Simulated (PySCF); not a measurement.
A structure optimised at PBE0-D3(BJ)/def2-SVP, used in a PySCF frequency run:

```
C
H 1 1.0995
H 1 1.1026 2 109.03
H 1 1.1028 2 109.53 3 119.29
O 1 1.4148 2 106.27 3 -119.59
Se 5 1.7746 1 116.61 2 -174.64
Cl 6 2.1951 5 101.10 1 -74.18
```

Q: Write its SMILES and formula.

A: CO[Se]Cl, CH3ClOSe

Q: What are its rotational constants (standard atomic weights)?

A: 5.3306, 2.6734, 1.8931 GHz
